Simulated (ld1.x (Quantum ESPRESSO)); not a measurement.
## Fe: excitation energies, all-electron against TM

```json
{
 "Element": "Fe",
 "Generator": "ld1.x (Quantum ESPRESSO) 7.5",
 "Type": "norm-conserving Troullier–Martins (Kleinman–Bylander form)",
 "Functional": "LDA (PZ)",
 "Relativity": "scalar-relativistic",
 "Frozen core": "[Ar]",
 "Valence charge": "8",
 "Reference configuration": "3d6 4s1.5 4p0 (charge +0.5)",
 "Partial waves": "4s (bound): rc 2.15 bohr; 4p (bound, empty): rc 3.40 bohr; 3d (bound): rc 1.25 bohr",
 "Local potential": "all-electron potential smoothed inside 1.85 bohr (lloc = -2)",
 "Core correction": "Bessel-smoothed model core inside 0.95 bohr"
}
```

Energies are relative to the spin-unpolarised reference configuration 3d6 4s1.5 4p0; without spin polarisation the order of configurations can differ from experiment. Spin-polarised rows fill each open shell by Hund’s rule, majority spin first. Not all tests gave a result: 1 of 9 tests not solved or not reliable. The frozen-core shift is the all-electron ΔE with the core orbitals held at their reference shape minus the fully relaxed ΔE.

```
         valence configuration  charge  ΔE all-electron (eV)  error AE − PS (meV)  frozen-core shift (meV)
                   3d6 4s2 4p0       0                -3.596                 -0.6                     -0.1
                   3d6 4s1 4p0      +1                 5.385                 -2.3                     +0.8
                   3d6 4s0 4p0      +2                21.877                  -33                     +6.6
                   3d4 4s0 4p0      +4               109.784                -1614                    +1618
                   3d5 4s2 4p1       0                 5.266                 -320                     +173
                   3d6 4s0 4p1      +1                10.519                 -1.1                     +2.1
3d6 4s1.5 4p0 (spin-polarised)    +0.5                -3.670                  +59                      n/a
```

(1) What are ΔE and the potential's error for 3d6 4s2 4p0 (spin-polarised)?

## Answers

(1) ΔE = -6.985 eV all-electron; the error (AE − PS) is +67 meV.

A variational frozen-core shift is positive and of second order in the change. This column holds negative values, so the frozen-core run of ld1.x carries numerical noise or an error of first order here, and the column gives no more than the rough size of the effect.
